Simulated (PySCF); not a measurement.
Working out the excitation energy of Sn⁺

Sn⁺ [Kr] 4d10 5s2 5p1 (2P) → Sn⁺ [Kr] 4d10 5s1 5p1 6s1 (4P). All numbers are calculated (PySCF 2.14, a scalar-relativistic core potential, in aug-cc-pwCVDZ-PP with ECP28MDF). Frozen: 4s2 4p6 4d10. Energies in hartree (1 hartree = 27.21139 eV):

```csv
part,Sn⁺ (lower),Sn⁺ (upper)
UHF,-213.083772,-212.645941
CCSD correlation,-0.042115,-0.010693
(T),-0.000479,-0.000067
```

What does Hartree-Fock give?

(-212.645941) − (-213.083772) = 0.437831 hartree = 11.914 eV.

What do CCSD and CCSD(T) give?

The CCSD correlation energies differ by 0.031422 hartree = 0.855 eV and the triples by 0.000412 hartree = 0.011 eV, so CCSD gives 12.769 eV and CCSD(T) 12.780 eV.

A double-zeta basis recovers only part of the correlation energy.
